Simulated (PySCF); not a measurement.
H₃Sb, SMILES [SbH3+], charge +1, multiplicity 2.

Coordinates come from a PBE0-D3(BJ)/def2-TZVPD optimisation. The def2 effective core potentials stand for the cores of Sb; spin–orbit coupling is left out.

Two levels are set side by side: PBE/def2-TZVPD (PySCF) and CAM-B3LYP/def2-TZVPD (PySCF). Same geometry, gas phase. Differences are taken from unrounded values.

| quantity | CAM-B3LYP | PBE | PBE minus CAM-B3LYP |
|---|---|---|---|
| α-spin orbital gap (eV) | 9.97 | 5.58 | -4.39 |
| β-spin orbital gap (eV) | 8.56 | 4.00 | -4.56 |
| mean polarisability (bohr³) | 32.1 | 32.6 | 0.5 |

Rough cost on one machine, each run with all the roots and properties that it gave: CAM-B3LYP against PBE within a factor of 2.
